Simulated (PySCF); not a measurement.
## Computed vibrations of [HfOF]+

[HfOF]+ (singlet). PySCF 2.14.0, RKS PBE0, Hf def2-SVP with ECP60, O def2-SVP, F def2-SVP; non-relativistic Hamiltonian with scalar-relativistic core potentials where named; density fitting; no spin-orbit coupling. Central differences of gradients.

```xyz
3

Hf    0.0316    0.0000   -0.1787
O     1.3727    0.0000    0.8830
F    -1.4548    0.0000    0.9492
```

Run from Python with OMP_NUM_THREADS=2. Where DIIS fails, smearing, a level shift and second-order steps follow.
It took 19 s on 2 threads of AMD EPYC 7R43 64-Core Processor (Zen 3), with other jobs on the host.

Task: What are the harmonic wavenumbers and infrared intensities?

Result: Modes are labelled in Cs; negative numbers are unstable modes, those under 60 cm⁻¹ near the noise; a finer grid moves soft modes by up to 10 cm⁻¹.
```tsv
cm⁻¹	km/mol	symmetry
251	12.8	a'
725	93.0	a'
1021	96.7	a'
```

Task: Is this a minimum?

Result: Yes. Ideal gas at 298.15 K and 1 bar: S = 284.9 J/(mol K), Cp = 45.4 J/(mol K), H − H(0 K) = 11.5 kJ/mol (rigid rotor, harmonic modes, spin degeneracy alone).
